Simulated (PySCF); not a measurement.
C2H7OSi, charge +1, multiplicity 1. Atoms are numbered in the order given.

```xyz
11

C      1.5986    -0.8402     0.0372
Si    -0.0035     0.0321    -0.0038
C     -1.6368    -0.7631     0.2307
O      0.1244     1.6089    -0.2765
H      1.7841    -1.2164     1.0599
H      1.5704    -1.7186    -0.6305
H      2.4191    -0.1690    -0.2565
H     -1.8376    -1.4276    -0.6302
H     -2.4573    -0.0357     0.3184
H     -1.6116    -1.4031     1.1301
H     -0.5835     2.2695    -0.3332
```
Charge +1, spin multiplicity 1.

Coordinates come from a B3LYP-D3(BJ)/def2-SVP optimisation. The spin state was assumed, not searched. The isomer is the one that the SMILES or the coordinates give; other isomers of the formula were not compared. One conformer was computed; it need not be the lowest.

Calculation: PBE/def2-TZVP (PySCF).

Atomic charges (e):

```tsv
atom	meta-Löwdin	Löwdin
C1	-0.61	-0.38
Si2	1.30	0.50
C3	-0.62	-0.40
O4	-0.62	0.03
H5	0.19	0.18
H6	0.19	0.17
H7	0.19	0.17
H8	0.19	0.18
H9	0.18	0.16
H10	0.19	0.17
H11	0.40	0.22
```

Computed Mayer and Wiberg (Löwdin basis) orders of the bonds:
| bond | Mayer | Wiberg |
|---|---|---|
| C1–Si2 | 1.10 | 1.32 |
| Si2–C3 | 1.08 | 1.31 |
| Si2–O4 | 1.49 | 1.91 |
| C1–H5 | 0.90 | 0.85 |
| C1–H6 | 0.90 | 0.86 |
| C1–H7 | 0.91 | 0.87 |
| C3–H8 | 0.90 | 0.85 |
| C3–H9 | 0.92 | 0.87 |
| C3–H10 | 0.90 | 0.86 |
| O4–H11 | 0.83 | 0.98 |
